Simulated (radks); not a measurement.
The numbers below are computed, except where a source is named.
Question: The mean radii <r> (bohr) of the occupied orbitals of an atom or ion are listed with their occupations. Code: a radial shooting solver on a logarithmic mesh with Libxc functionals. Model: non-relativistic Kohn-Sham, TPSS, spin-polarised, spherical densities, point nucleus; meta-GGA in the generalised Kohn-Sham scheme.

orbital  occ.      <r>
1s down     1  0.03718
1s up       1  0.03718
2s up       1   0.1628
2s down     1   0.1628
2p up       3   0.1397
2p down     3   0.1397
3s up       1   0.4544
3s down     1   0.4544
3p up       3   0.4507
3p down     3   0.4507
3d up       5   0.4324
3d down     5   0.4323
4s up       1    1.194
4s down     1    1.184
4p up       3    1.321
4p down     3    1.309
5s up       1    3.719
4d up       4    2.135

Name the element and its charge. Open shells, if any, are filled with parallel spins first.

Answer: Z = 41, niobium, charge 0: Nb in [Kr] 4d4 5s1. The 1s radius gives Z: for a bare nucleus <r> = 1.5/Z, 0.03659 bohr for Z = 41, and screening makes it slightly larger (0.03718 here). The occupations add up to 41, and the charge is Z minus that.
